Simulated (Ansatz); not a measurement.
NiF2⁺. The state is a doublet with charge 1. Geometry r2SCAN-D4/def2-TZVP, that of the neutral singlet; atoms count from 1.

```xyz
3

Ni   -0.3299   -0.3052    0.3789
F     1.3086   -0.6394    0.1685
F    -0.9786    0.9446   -0.5474
```

The charge 1 doublet is spin-contaminated (final ⟨S²⟩ up to 1.38, 0.75 for a pure state). The structure comes from a short search, and lower isomers may exist.

**Question.** Estimate the Mulliken populations from the PBE0/def2-TZVP orbitals of Ansatz.

**Answer.** 
```tsv
atom	charge (e)	spin (α − β)	d electrons
Ni1	1.38	1.25	8.14
F2	-0.23	0.13	–
F3	-0.15	-0.37	–
```
Mulliken values depend strongly on the basis.

**Question.** Where does the spin sit?

**Answer.** Summed by element: Ni 1.25, F -0.25, of 1 unpaired in all. Largest on single atoms: Ni1 1.25, F3 -0.37, F2 0.13.

**Question.** And the Mayer bond orders between heavy atoms (over 0.3)?

**Answer.** Ni1–F2 1.05 (1.69 Å); Ni1–F3 0.95 (1.69 Å).
